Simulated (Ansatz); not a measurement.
F₂GeH₂O (`[OH][GeH]([F])[F]`), relaxed with RKS PBE-D4/def2-SVP in the Gaussian-basis code of Ansatz from a rough embedded geometry. The force threshold is 0.03 eV/Å; the program also tests the step.

The species carries charge 0 and has multiplicity 1.

Start:

```xyz
6

O     1.385    0.125    0.256
Ge   -0.299   -0.044   -0.234
F    -0.339   -0.013   -1.966
F    -1.232    1.230    0.339
H     1.349    0.100    1.303
H    -0.864   -1.398    0.302
```

```csv
step,energy (eV),largest force (eV/Å),largest move (Å)
1,-64005.0089,2.201,0.000
2,-64005.1969,1.030,0.094
3,-64005.2338,0.232,0.043
4,-64005.2372,0.149,0.025
5,-64005.2399,0.195,0.052
6,-64005.2457,0.404,0.146
7,-64005.2502,0.626,0.088
8,-64005.2838,0.362,0.200
9,-64005.2853,0.319,0.008
10,-64005.3092,0.225,0.200
11 (rejected),-64005.2947,0.581,0.108
12,-64005.3173,0.284,0.052
13,-64005.3270,0.059,0.100
14,-64005.3303,0.020,0.089
15 (rejected),-64005.3298,0.235,0.048
16,-64005.3306,0.027,0.022
```

End:

```xyz
6

O     1.189   -0.239    0.734
Ge   -0.359   -0.193   -0.115
F    -0.095    0.185   -1.799
F    -1.302    1.158    0.463
H     1.667    0.610    0.660
H    -1.101   -1.522    0.057
```

Run time 14 s (2 threads of a server CPU on a shared host); peak host memory 0.14 GiB.
